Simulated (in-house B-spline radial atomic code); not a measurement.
**RPA and G0W0 on wB97X: the krypton ion Kr³⁺**

Configuration [Ar] 3d10 4s2 4p3, highest spin, mean-field start wB97X. Computed with an all-electron radial atomic-structure program (B-spline basis): all electrons, non-relativistic, point nucleus, each spin shell either full or empty, empty states to l = 9 with an (l + 1/2)⁻⁴ tail; G0W0 by contour deformation at full frequency.

Command:
```bash
python run_gw.py task.json out
```
Settings (radii: box in bohr, nucleus in fm):
```
Z                        36
electrons                33
configuration            [Ar] 3d10 4s2 4p3
hamiltonian              nr
method                   wb97x
lmax                     9
spin_polarised           True
box_radius               14.14
intervals                52
```

Time taken, with all properties: 2.4 s on 1 thread of Arm Neoverse V2, with other jobs on the host.

Energies (hartree):

```tsv
term	value
mean-field total	-2751.13323
Hartree-Fock functional on these orbitals	-2749.44534
direct second order	-2.6614
second-order exchange	0.77647
SOSEX correction	0.72266
```

Q: What is the RPA correlation energy, and what remains with SOSEX?

A: RPA gives -2.3508 hartree (-1.94 eV per electron); RPA + SOSEX gives -1.6281, and the second-order doubles -1.8849 hartree (no singles). SOSEX takes back 31 % of the RPA value.

Quasi-particle levels (eV):

```tsv
level	occupied	mean field	Σx - vxc	Σc	QP weight	G0W0
4p up	yes	-48.86	-2.07	?	?	?
4s down	yes	-60.27	0.79	-2.43	0.960	-61.90
4p down	no	-37.52	4.29	-2.42	0.961	-35.64
```

G0W0 = mean field + (Σx - vxc) + Σc, with Σc (partial-wave tail included) taken at the quasi-particle energy. Only the outer levels were computed. Levels of low weight are left out.

Q: Where does G0W0 put 4p up?

A: At -51.45 eV, with Σc = -0.52 eV and a quasi-particle weight of 0.961. The tabulated removal energy is 50.85 ± 0.11 eV (NIST, measured); the calculation leaves out relativity, Breit and QED terms, and what these don't explain is the method's own error.
